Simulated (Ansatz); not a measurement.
Cost and result up the ladder for (H2B-mu-NMe2)2 (C4H16B2N2) (24 atoms). Charge 0, multiplicity 1. Geometry: r2SCAN-D4/def2-SVP.

```xyz
24

B    -1.038    0.308    0.196
B     1.037   -0.317   -0.188
C     0.766    2.092    0.735
C     0.504    0.268    2.282
C    -0.500   -0.258   -2.277
C    -0.769   -2.094   -0.746
N     0.369    0.684    0.879
N    -0.369   -0.686   -0.877
H    -1.766   -0.290    0.969
H    -1.550    1.274   -0.342
H     1.774    0.273   -0.959
H     1.538   -1.285    0.356
H     0.664    2.401   -0.313
H     1.817    2.226    1.042
H     0.123    2.736    1.357
H     1.550    0.376    2.614
H    -0.145    0.885    2.927
H     0.208   -0.782    2.388
H    -0.202    0.793   -2.373
H     0.150   -0.870   -2.926
H    -1.545   -0.361   -2.612
H    -0.671   -2.412    0.299
H    -1.819   -2.225   -1.058
H    -0.124   -2.734   -1.372
```

Ansatz on 4 threads of Arm Neoverse V2 on a shared host. Times are rough, and most runs start from the orbitals of an earlier one. PBE0-D4/def2-TZVP serves as the yardstick here, not as an exact answer. Differences are given only for rows in sets of like size (and for xTB, whose basis is part of the method), since another set adds its own error. Binding counts from free atoms at the same level (B doublet, C triplet, N quartet, H doublet; other spins of the atoms weren't run), without zero-point energy or a counterpoise term.

Correlated methods freeze 8 core orbitals. Another isomer (singlet) lies 2.57 eV lower at PBE0-D4/def2-TZVP; other spin states weren't run for this one.

Correlated methods converge slowly with the basis.

| level | functions | wall time | binding energy per atom (eV) | difference from PBE0-D4/def2-TZVP (eV) |
| --- | --- | --- | --- | --- |
| PBE-D4/def2-SVP | 192 | 2.6 s | 4.04 | – |
| PBE0-D4/def2-SVP | 192 | 3.7 s | 4.00 | – |
| HF/def2-TZVP | 344 | 4.6 s | 2.92 | -1.04 |
| revPBE-D4/def2-TZVP | 344 | 5.5 s | 3.92 | -0.03 |
| PBE-D4/def2-TZVP (with forces) | 344 | 6.5 s | 4.00 | 0.05 |
| PBE0-D4/def2-TZVP | 344 | 8 s | 3.95 | 0.00 |
| r2SCAN-D4/def2-TZVP | 344 | 9 s | 3.93 | -0.02 |
| MP2/def2-TZVP | 344 | 9 s | 3.83 | -0.12 |
